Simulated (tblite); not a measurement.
Compound: C7H14N2.
Numbering: `[CH3:1][CH2:2][N:3]([CH3:4])/[N:5]=[CH:6]\[CH:7]1[CH2:8][CH2:9]1` (hydrogens: H10, H11, H12 on C1; H13, H14 on C2; H15, H16, H17 on C4; H18 on C6; H19 on C7; H20, H21 on C8; H22, H23 on C9)

Computed with GFN2-xTB (tblite), gas phase: L-BFGS steps from a force-field or distance-geometry start until the largest atomic force falls under 0.01 eV/Å.

The end geometry, which sets the zero of energy:
```
atom  x, y, z in Å
C1     -3.0762    0.7875    0.8390
C2     -2.4479   -0.6061    0.7890
N3     -1.1441   -0.6238    0.1623
C4     -1.0926   -0.3421   -1.2560
N5     -0.1535   -0.4554    1.0292
C6      1.0701   -0.1807    0.8375
C7      1.8851    0.1296   -0.3582
C8      3.1802    0.8699   -0.1527
C9      3.2096   -0.5774   -0.5177
H10    -2.4173    1.4690    1.3716
H11    -3.2427    1.1748   -0.1639
H12    -4.0306    0.7477    1.3571
H13    -3.1039   -1.2946    0.2467
H14    -2.3075   -0.9788    1.8046
H15    -0.9160    0.7182   -1.4719
H16    -2.0468   -0.6307   -1.6935
H17    -0.3081   -0.9413   -1.7205
H18     1.6417   -0.1937    1.7611
H19     1.3560    0.3553   -1.2720
H20     3.4750    1.5964   -0.8955
H21     3.4482    1.1469    0.8559
H22     3.4921   -1.2886    0.2439
H23     3.5241   -0.8551   -1.5128
```

**Question.** These geometries come from the run, each turned onto the end geometry. Order them by energy, lowest first.
A.
```
atom  x, y, z in Å
C1     -2.1812    1.1704    0.8809
C2     -2.1324    0.0196   -0.1129
N3     -0.8284   -0.6238   -0.2441
C4     -0.9885   -1.9523   -0.8077
N5     -0.1850   -0.7795    1.0426
C6      0.8872   -0.1322    1.1767
C7      1.5167    0.7804    0.1859
C8      3.0065    0.8455    0.0523
C9      2.1874    0.2208   -1.0346
H10    -1.9922    0.8121    1.8922
H11    -1.4601    1.9486    0.6387
H12    -3.1834    1.5966    0.8442
H13    -2.3757    0.3932   -1.1149
H14    -2.9088   -0.7115    0.1743
H15    -1.4119   -1.8592   -1.8089
H16    -1.6506   -2.5916   -0.2012
H17    -0.0145   -2.4336   -0.8823
H18     1.3917   -0.2674    2.1308
H19     0.9647    1.7017    0.0447
H20     3.4672    1.8048   -0.1365
H21     3.5997    0.1940    0.6782
H22     2.2079   -0.8508   -1.1425
H23     2.0785    0.7414   -1.9726
```
B.
```
atom  x, y, z in Å
C1     -3.0149    1.0198    0.9268
C2     -2.4438   -0.3917    0.8008
N3     -1.1884   -0.4000    0.0854
C4     -1.1842   -0.6260   -1.3416
N5     -0.1475   -0.6176    0.9010
C6      1.0953   -0.4974    0.6703
C7      1.9115    0.0416   -0.4393
C8      3.0364    0.9354    0.0442
C9      3.3460   -0.4001   -0.5434
H10    -2.3198    1.6382    1.4898
H11    -3.1670    1.4514   -0.0590
H12    -3.9731    1.0048    1.4418
H13    -3.1859   -1.0318    0.3048
H14    -2.2153   -0.7851    1.7950
H15    -1.2941    0.3044   -1.9169
H16    -2.0048   -1.3083   -1.6203
H17    -0.2557   -1.1277   -1.6135
H18     1.7013   -0.7828    1.5321
H19     1.4379    0.3372   -1.3665
H20     3.2634    1.8378   -0.5055
H21     3.1222    1.0473    1.1194
H22     3.6900   -1.1874    0.1120
H23     3.7852   -0.4349   -1.5342
```
C.
```
atom  x, y, z in Å
C1     -3.0978    0.8075    0.8447
C2     -2.4528   -0.5757    0.7953
N3     -1.1559   -0.5755    0.1543
C4     -1.1334   -0.3584   -1.2795
N5     -0.1536   -0.4521    1.0127
C6      1.0842   -0.2313    0.8351
C7      1.9158    0.0867   -0.3469
C8      3.1843    0.8759   -0.1322
C9      3.2679   -0.5609   -0.5254
H10    -2.4530    1.4845    1.4008
H11    -3.2434    1.2045   -0.1576
H12    -4.0597    0.7497    1.3456
H13    -3.1079   -1.2807    0.2709
H14    -2.3038   -0.9307    1.8180
H15    -0.9627    0.6923   -1.5421
H16    -2.0952   -0.6634   -1.6927
H17    -0.3565   -0.9759   -1.7321
H18     1.6298   -0.2647    1.7722
H19     1.3846    0.2943   -1.2630
H20     3.4444    1.6333   -0.8573
H21     3.4628    1.1440    0.8773
H22     3.6045   -1.2718    0.2113
H23     3.5923   -0.8044   -1.5261
```
D.
```
atom  x, y, z in Å
C1     -2.4587    1.3176    0.7335
C2     -2.3699   -0.1966    0.5625
N3     -1.0634   -0.4929   -0.0071
C4     -1.0646   -1.3433   -1.1764
N5     -0.1964   -1.0099    0.9967
C6      1.0211   -0.6724    0.8957
C7      1.5818    0.2838   -0.0693
C8      2.8669    1.0007    0.2634
C9      2.8455    0.0113   -0.8522
H10    -1.6730    1.6547    1.4063
H11    -2.3009    1.8051   -0.2278
H12    -3.4316    1.6103    1.1193
H13    -3.1689   -0.5315   -0.1045
H14    -2.4743   -0.6947    1.5321
H15    -1.7345   -0.9154   -1.9208
H16    -1.3775   -2.3752   -0.9522
H17    -0.0547   -1.3713   -1.5868
H18     1.6856   -1.1208    1.6242
H19     0.7966    0.8433   -0.5720
H20     2.9430    2.0518    0.0277
H21     3.3771    0.7236    1.1749
H22     3.3471   -0.9371   -0.7201
H23     2.8987    0.3860   -1.8639
```
E.
```
atom  x, y, z in Å
C1     -3.0752    0.9032    0.9015
C2     -2.4516   -0.4876    0.8073
N3     -1.1878   -0.4679    0.1126
C4     -1.1595   -0.4658   -1.3280
N5     -0.1563   -0.5259    0.9416
C6      1.0857   -0.3647    0.7400
C7      1.9254    0.0325   -0.4097
C8      3.1132    0.9031   -0.0581
C9      3.3306   -0.4927   -0.5392
H10    -2.4197    1.5670    1.4583
H11    -3.2184    1.3207   -0.0931
H12    -4.0361    0.8549    1.4074
H13    -3.1452   -1.1875    0.3365
H14    -2.2277   -0.8532    1.8063
H15    -1.1080    0.5395   -1.7605
H16    -2.0689   -0.9503   -1.6878
H17    -0.2991   -1.0361   -1.6767
H18     1.6457   -0.4771    1.6586
H19     1.4088    0.2454   -1.3289
H20     3.3994    1.7570   -0.6598
H21     3.2607    1.0718    1.0007
H22     3.6749   -1.2107    0.1949
H23     3.7039   -0.6488   -1.5406
```

**Answer.** C (0.017 eV), E (0.091 eV), B (0.173 eV), D (0.325 eV), A (0.559 eV).

In the order of the answer:

| step | E above end (eV) | largest force (eV/Å) | rms force component (eV/Å) | rms distance from end (Å) | rms bond change (Å) | bond most changed (Å) |
| --- | --- | --- | --- | --- | --- | --- |
| 158 | 0.017 | 0.14 | 0.043 | 0.057 | 0.001 | C7–C8 +0.004 |
| 149 | 0.091 | 0.27 | 0.078 | 0.202 | 0.003 | C7–C8 +0.008 |
| 141 | 0.173 | 0.29 | 0.081 | 0.368 | 0.005 | C4–H16 +0.014 |
| 104 | 0.325 | 0.13 | 0.043 | 0.979 | 0.021 | N3–N5 +0.096 |
| 48 | 0.559 | 0.12 | 0.038 | 1.534 | 0.026 | N3–N5 +0.120 |
